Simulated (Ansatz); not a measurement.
Species: bromoboronic acid, sum formula H$_{2}$BO$_{2}$Br (charge 0, singlet). 
Geometry from a B3LYP-D3(BJ)/def2-TZVP (Ansatz, a quantum-chemistry and plane-wave program) optimisation:
```
B
O 1 1.3482
H 2 0.9612 1 114.45
O 1 1.3482 2 119.45 3 180.00
H 4 0.9612 1 114.45 2 180.00
Br 1 1.9724 2 120.28 3 0.00
```
Charge 0, spin multiplicity 1.

Basis-set convergence of Hartree-Fock and MP2 correlation energies (hartree) with Ansatz. Correlated levels leave the core frozen unless marked. No spin-orbit coupling. The frozen core is the preceding noble-gas configuration, with the filled d and f shells of earlier blocks. Non-relativistic.

```
basis    functions        E(HF)  E(corr, MP2)
-------  ---------  -----------  ------------
cc-pVDZ         79  -2748.12941      -0.56869
cc-pVTZ        161  -2748.26610      -0.73605
cc-pVQZ        293  -2748.28283      -0.79900
cc-pV5Z        487  -2748.28640      -0.82532
```

Extrapolating the two largest sets (X = 4 and 5) as X^-3: E(corr) = (125·(-0.82532) - 64·(-0.79900))/61 = -0.8529 Eh, an estimate of the basis-set limit. The largest set recovers 96.8 % of it, the smallest 66.7 %.
